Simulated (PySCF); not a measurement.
## Ionisation energy of I²⁺ by level of theory

I²⁺ [Kr] 4d10 5s2 5p3 (4S) → I³⁺ [Kr] 4d10 5s2 5p2 (3P), as a difference of total energies. All numbers are calculated (PySCF 2.14, scalar relativity by spin-free X2C-1e, in aug-cc-pVQZ-DK3). Correlated levels: valence: [Kr] 4d10 frozen. The calculations carry no spin-orbit coupling.

Task: Order these methods by the ionisation energy they give, lowest first.
A. r2SCAN
B. PBE
C. LDA
D. PBE0

Result: B (30.295 eV), D (30.412 eV), C (30.508 eV), A (30.564 eV).

A first-order spin-orbit estimate (lowest level to lowest level, LS coupling) adds -0.832 eV.

Errors of the correlated levels include the incompleteness of this basis and the frozen core.

For comparison: 29.57 ± 0.025 eV (measured; NIST Atomic Spectra Database, ionization energies).
